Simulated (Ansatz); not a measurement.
This geometry of FGeH3O2 + H2S (10 atoms, charge 0, multiplicity 1) is a first-order saddle point.

Theory: Ansatz 0.2.0, RKS PBE0/def2-SVP.

```xyz
10
Properties=species:S:1:pos:R:3
Ge 0.216 0.213 -0.098
F -0.580 0.252 1.776
O 1.757 -0.078 -0.931
H 1.776 -1.015 -1.170
H -0.767 1.146 -0.799
O -0.283 -1.494 -0.095
H -0.929 -1.675 0.596
S 1.361 1.956 1.287
H 2.404 1.144 1.565
H 0.260 1.105 1.996
```

(1) Which two structures does it join? (They come from a converged band through this point; their orientation in space is the band's.)

(2) How far does it lie above each of them?

Results:

(1) Bonds broken: Ge1–F2, S8–H10. Bonds formed: Ge1–S8, F2–H10. FGeH3O2 + H2S becomes FH + GeH4O2S.

First end point:

```xyz
10
Properties=species:S:1:pos:R:3
Ge -0.114 -0.130 -0.070
F -0.344 -0.250 1.654
O 1.609 -0.195 -0.423
H 1.895 -1.109 -0.553
H -0.752 1.141 -0.598
O -0.802 -1.629 -0.690
H -1.334 -2.088 -0.029
S 1.618 2.558 1.551
H 2.315 1.615 0.877
H 1.123 1.640 2.408
```

Last end point:

```xyz
10
Properties=species:S:1:pos:R:3
Ge 0.429 0.320 -0.465
F -0.950 0.190 2.510
O 1.615 -0.138 -1.681
H 1.980 -1.012 -1.498
H -0.683 1.139 -1.119
O -0.038 -1.188 0.309
H -0.489 -1.015 1.154
S 1.326 1.680 1.107
H 2.270 0.785 1.476
H -0.243 0.792 2.335
```

(2) 1.06 eV above the first and 1.04 eV above the second. This is the barrier of this one path; another mechanism may lie lower. The orbitals stay closed-shell, which can raise the energy where a bond breaks towards radicals; this wasn't checked here.

Time of the run: 3.2 min on 4 threads of Arm Neoverse V1 (shared host), peak memory 0.31 GiB.
